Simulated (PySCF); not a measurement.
C5H6O2.
Structure used (GFN2-xTB), in Å, numbered top down from 1:
```xyz
13
C5H6O2 angstrom
C      2.0639    0.3146   -0.0092
O      1.0258   -0.5958    0.2800
C     -0.1661   -0.3074   -0.3950
C     -1.3417   -1.1703    0.0116
C     -2.1099   -0.1540    0.4309
C     -1.0547    0.8455    0.1783
O     -0.8809    2.0080    0.3973
H      2.3056    0.3065   -1.0791
H      1.7962    1.3319    0.2897
H      2.9267   -0.0198    0.5627
H      0.0023   -0.2376   -1.4811
H     -1.4595   -2.2372   -0.0159
H     -3.1122   -0.0839    0.8120
```

A calculation gives these core lines: C 1s: 291.15 (area 1), 291.39 (area 1), 292.20 (area 1), 292.48 (area 1), 293.28 (area 1) eV; O 1s: 537.78 (area 1), 538.57 (area 1) eV.

The calculation used PySCF, delta-SCF UKS SCAN, pcX-2 on the ionised atom, pcseg-1 elsewhere, spin-free X2C. One conformer (not necessarily the lowest) at the GFN2-xTB geometry, without solvent, vibrations or thermal averaging.

Task: Assign the C 1s lines to atoms.

Result: 291.15 eV: C5 (alkene CH carbon); 291.39 eV: C4 (alkene CH carbon); 292.20 eV: C1 (methoxy carbon); 292.48 eV: C3 (sp3 carbon bound to oxygen); 293.28 eV: C6 (ketone carbonyl carbon). The listed C 1s values span 2.13 eV, from C5 (bonded to C (double bond), C and H) to C6 (bonded to O (double bond) and 2 C). Summing the Pauling electronegativity differences to the bonded atoms, each weighted by its formal bond order, gives -0.35 for the lowest site and +1.78 for the highest; no listed site has a larger sum than the highest.

Task: Assign the O 1s lines to atoms.

Result: 537.78 eV: O7 (ketone oxygen); 538.57 eV: O2 (ether oxygen). The listed O 1s values span 0.79 eV, from O7 (bonded to C (double bond)) to O2 (bonded to 2 C). Summing the Pauling electronegativity differences to the bonded atoms, each weighted by its formal bond order, gives -1.78 for the lowest site and -1.78 for the highest; the sum is the same at every site.

Bonded neighbours of each site: C1: O and 3 H; O2: 2 C; C3: O, 2 C and H; C4: C (double bond), C and H; C5: C (double bond), C and H; C6: O (double bond) and 2 C; O7: C (double bond).

Task: Which photon wavelength matches the C 1s of C3 threshold?

Result: λ = hc/E = 12398.42 eV Å / 292.48 eV = 42.391 Å.

Time: 56 s. Hardware: an x86-64 server with one thread (shared host).
